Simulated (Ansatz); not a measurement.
Consider the hydrogenolysis of the Si–Si bond: `[SiH3][SiH2]B1C[SiH2]1` + H₂ → `[SiH3]B1C[SiH2]1` + SiH₄.

Program: Ansatz. Geometries: PBE0-D4/def2-TZVP. ΔE: electronic, gas phase. CBS: MP2 limit from def2 TZ/QZ plus the TZ coupled-cluster correction, frozen cores. This one scheme is used for every species. Functionals use def2-TZVPP. Each species was taken in one conformer, which may not be the lowest.

`[SiH3][SiH2]B1C[SiH2]1`:

Z-matrix (Å, degrees):
```
Si
Si 1 2.345
H 1 1.488 2 110.3
H 1 1.488 2 110.3 3 119.7
H 1 1.488 2 110.8 3 -120.1
B 2 1.978 1 106.8 3 -61.0
H 2 1.493 1 108.2 3 61.9
H 2 1.491 1 107.6 3 178.7
Si 6 1.905 2 138.7 1 -117.4
C 6 1.489 2 135.9 1 122.7
H 9 1.480 6 126.6 2 151.9
H 9 1.486 6 122.3 2 -31.7
H 10 1.094 6 124.3 2 -152.0
H 10 1.089 6 123.0 2 9.9
```

H₂:

Z-matrix (Å, degrees):
```
H
H 1 0.746
```

`[SiH3]B1C[SiH2]1`:

Z-matrix (Å, degrees):
```
Si
B 1 1.987
H 1 1.490 2 110.4
H 1 1.491 2 113.8 3 121.8
H 1 1.490 2 108.9 3 -117.8
C 2 1.486 1 135.0 3 -104.1
Si 2 1.905 1 136.3 3 11.3
H 6 1.095 2 124.8 1 -157.9
H 6 1.089 2 122.9 1 5.6
H 7 1.480 2 126.7 1 156.0
H 7 1.486 2 122.3 1 -29.2
```

SiH₄:

```xyz
5

Si    0.000    0.000    0.000
H    -1.320    0.438    0.520
H     0.890   -0.344    1.137
H     0.610    1.099   -0.791
H    -0.180   -1.192   -0.866
```

| level | ΔE (kcal/mol) |
| --- | --- |
| BHLYP | -7.2 |
| MP2/def2-QZVPP | -2.7 |

Problem. What does CCSD(T)/CBS give? (An estimate is asked.)

Solution. Ansatz gave: -2.7 kcal/mol. The listed levels differ from it by -4.5, 0.0 kcal/mol.

Largest T1 diagnostic among the species: 0.015.

From r2SCAN to r2SCAN0 (25 % exact exchange), in def2-TZVPP and without D4, ΔE moves by −1.1 kcal/mol. Leaving LDA and LC-ωPBE aside and taking each functional with its dispersion term where it has one, the values, not all of them listed here, spread over 6.1 kcal/mol, from CAM-B3LYP-D4 to revPBE-D4.

CCSD(T)/CBS has its own doubt, a few kJ/mol and more with outer-core shells, so smaller differences from it don't rank the levels.
